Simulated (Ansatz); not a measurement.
A structure relaxed at PBE0-D4/def2-SVP in Ansatz, charge 0, singlet:

```xyz
6

Si    0.968   -0.561    1.552
Si   -0.192   -1.900   -0.146
Si    1.089    0.047   -0.783
Ge   -1.274    0.220    0.691
Ge   -1.087    0.190   -1.821
Ge    0.495    2.005    0.506
```

Problem. Give its formula and point group.

Solution. the cluster Si3Ge3. Point group Cs (tolerance 0.1 Å).

Problem. Summarise the bond lengths by kind (pairs closer than 1.2 times the sum of covalent radii, bridged metal pairs left out).

Solution. 4 × Ge–Si 2.42 to 2.53 Å; 3 × Si–Si 2.42 to 2.45 Å; 2 × Ge–Ge 2.52 Å.

The restricted singlet is unstable towards broken spin symmetry in Hartree–Fock (as tested in another run); at PBE0-D4/def2-SVP this wasn't settled. The structure comes from a short search, and lower isomers may exist.
